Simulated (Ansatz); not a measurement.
The same hydrogenolysis along the group Si, Ge, Sn.

Computed with Ansatz on PBE0-D4/def2-TZVP structures; ΔE is electronic, products minus reactants. CCSD(T)/CBS adds triple-zeta CCSD(T) − MP2 to the extrapolated MP2 energy (def2 sets, frozen cores). This one scheme is used for every species. Functionals use def2-TZVPP. def2 core potentials past Kr. For Ge, Sn outer-core shells are correlated without core-valence functions, which leaves a few kJ/mol of doubt a bond. Scalar relativity is left out up to krypton. One conformer a species, not always the lowest.

| reaction | CCSD(T)/CBS(def2) (eV) |
| --- | --- |
| `N[Si](N)(N)N` + H₂ → `N[SiH](N)N` + NH₃ | 0.44 |
| `[NH2][Ge]([NH2])([NH2])[NH2]` + H₂ → `[NH2][GeH]([NH2])[NH2]` + NH₃ | 0.06 |
| `[NH2][Sn]([NH2])([NH2])[NH2]` + H₂ → `[NH2][SnH]([NH2])[NH2]` + NH₃ | ? |

**Question.** Fill in the missing values. (Estimate.)

**Answer.** The calculation gave: `[NH2][Sn]([NH2])([NH2])[NH2]` + H₂ → `[NH2][SnH]([NH2])[NH2]` + NH₃: -0.05 eV.

Largest T1 diagnostic: 0.012, for `[NH2][SnH]([NH2])[NH2]`.
